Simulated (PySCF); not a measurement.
C4H6OSi, SMILES [SiH3]c1ccco1.

Geometry: ωB97X-D3(BJ)/def2-SVP.

Two levels are set side by side: PBE/def2-TZVP (PySCF) and M06-2X/def2-TZVP (PySCF). Same geometry, gas phase. Differences are taken from unrounded values.

```csv
quantity,M06-2X
orbital gap (eV),8.43
highest occupied level (eV),-7.85
lowest empty level (eV),0.58
dipole moment (D),0.93
mean polarisability (bohr³),73.4
```

Question: What does PBE give, and how far is it from M06-2X? (Estimate from the structure and the level; the computed values follow.)

Answer: 
| quantity | PBE | PBE minus M06-2X |
|---|---|---|
| orbital gap (eV) | 4.53 | -3.89 |
| highest occupied level (eV) | -5.77 | 2.08 |
| lowest empty level (eV) | -1.24 | -1.81 |
| dipole moment (D) | 1.01 | 0.08 |
| mean polarisability (bohr³) | 76.5 | 3.2 |

PBE's occupied levels lie high since its potential decays too fast outside the molecule; exact exchange lowers them and widens the gap. PBE's more diffuse valence density responds more strongly to a field. Differences between two approximate levels are no errors against the true value.

Rough cost on one machine, each run with all the roots and properties that it gave: M06-2X against PBE about 4 times.
